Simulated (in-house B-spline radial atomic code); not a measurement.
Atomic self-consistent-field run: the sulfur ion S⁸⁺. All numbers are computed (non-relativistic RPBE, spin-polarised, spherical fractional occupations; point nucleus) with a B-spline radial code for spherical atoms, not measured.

Command:
```bash
python run_scf.py task.json out
```
Settings:
```
Z                16
configuration    [He] 2s2 2p4
hamiltonian      nr
method           rpbe,pbe
spin_polarised   True
```

Output (hartree, bohr):
```
 radial grid: 38 intervals, B-splines of order 8, outer radius 4.5977 bohr

 iter        energy (Eh)    residual
    1        -360.472560    8.08e-01
    2        -365.248303    1.86e-01
    3        -365.461439    7.25e-02
    4        -365.495419    2.86e-02
    5        -365.501178    6.43e-03
    6        -365.501506    3.30e-05
    7        -365.501506    1.26e-06
    8        -365.501506    2.47e-08

 total energy                      -365.50151
 kinetic                             365.2370
 electron-nucleus                   -805.1259
 Hartree                              94.2455
 exchange-correlation                -19.8582

 orbital      occ     eigenvalue          <r>       <r^2>       <1/r>     <1/r^2>     <1/r^3>       r_max
 1s up      1.000       -96.9951    0.0971525   0.0126824     15.5726     489.602           -     0.06368
 1s down    1.000       -96.8354    0.0969713   0.0126313     15.5944     490.717           -     0.06363
 2s up      1.000       -15.1268     0.451554    0.240265     3.25346     43.5739           -      0.3763
 2s down    1.000       -14.8032     0.455355    0.244492     3.21914     42.5988           -      0.3783
 2p up      3.000       -13.3636      0.40366    0.199838     3.17791     13.8925     94.6368      0.3093
 2p down    1.000       -12.9860     0.408671    0.205229     3.14707     13.6679     92.8181      0.3122
```

Cost of the run: 0.05 s on 1 thread of Arm Neoverse V2 (shared host).
